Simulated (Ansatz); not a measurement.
B(PF3)H3 (BPH3F3). The state is a singlet with charge 0. Geometry PBE-D4/def2-SVP.

```xyz
8

B    -0.723   -0.542   -0.628
F     0.111    0.618    1.951
F     0.885    1.847   -0.004
F     1.940   -0.263    0.604
P     0.488    0.366    0.425
H    -0.164   -0.572   -1.717
H    -1.719    0.168   -0.571
H    -0.818   -1.623   -0.060
```

Another isomer (singlet) lies 1.86 eV lower at PBE0-D4/def2-TZVP; other spin states weren't run for this one.

Question: Estimate the orbital energies around the gap (eV) in Ansatz with LDA (SPW92)/def2-TZVP, PBE-D4/def2-TZVP, r2SCAN-D4/def2-TZVP, r2SCANh-D4/def2-TZVP, PBE0-D4/def2-SVP.

Answer: 
```csv
orbital,LDA (SPW92)/def2-TZVP,PBE-D4/def2-TZVP,r2SCAN-D4/def2-TZVP,r2SCANh-D4/def2-TZVP,PBE0-D4/def2-SVP
HOMO−9,-14.70,-14.46,-15.07,-15.87,-16.57
HOMO−8,-12.63,-12.38,-12.97,-13.80,-14.47
HOMO−7,-12.63,-12.38,-12.97,-13.80,-14.47
HOMO−6,-12.44,-12.27,-12.88,-13.66,-14.26
HOMO−5,-11.73,-11.50,-12.07,-12.89,-13.55
HOMO−4,-11.73,-11.50,-12.07,-12.89,-13.55
HOMO−3,-11.31,-11.08,-11.67,-12.48,-13.15
HOMO−2,-8.96,-8.82,-9.15,-9.67,-10.20
HOMO−1,-8.57,-8.47,-8.81,-9.32,-9.80
HOMO,-8.57,-8.47,-8.81,-9.32,-9.80
LUMO,-1.59,-1.34,-1.05,-0.70,-0.14
LUMO+1,-1.59,-1.34,-1.05,-0.70,-0.14
LUMO+2,-0.82,-0.56,0.02,0.38,1.10
LUMO+3,0.86,1.09,1.74,1.97,3.24
LUMO+4,1.80,1.94,2.85,3.05,3.98
LUMO+5,2.17,2.30,3.21,3.37,3.99
```
